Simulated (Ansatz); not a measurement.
Reactions of C₃H₇AlO (`O[C]1([AlH2])CC1`).

Computed with Ansatz on PBE0-D4/def2-TZVP structures; ΔE is electronic, products minus reactants. CCSD(T)/CBS is the MP2 limit (def2-TZVPP, def2-QZVPP) plus CCSD(T) − MP2 in def2-TZVPP, frozen cores. This one scheme is used for every species. For Se outer-core shells are correlated without core-valence functions, which leaves a few kJ/mol of doubt a bond. Scalar relativity is left out up to krypton. One conformer a species, not always the lowest.

Q: Order these by ΔE at CCSD(T)/CBS, lowest first. (Estimate.)
A. `O[C]1([AlH2])CC1` + `[SiH3][SeH]` → `[AlH2][Se][SiH3]` + `OC1CC1`
B. `O[C]1([AlH2])CC1` + `CN[SiH3]` → `CN[SiH2][AlH2]` + `OC1CC1`
C. `O[C]1([AlH2])CC1` + `C[SiH](N)Cl` → `C[SiH](Cl)[NH][AlH2]` + `OC1CC1`
D. `O[C]1([AlH2])CC1` + `O[SiH](O)[SiH3]` → `O[SiH]([SiH3])[O][AlH2]` + `OC1CC1`

A: D (-1.79 eV), A (-1.50 eV), C (-1.21 eV), B (+0.03 eV).

Largest T1 diagnostic: 0.013, for `O[SiH]([SiH3])[O][AlH2]`.
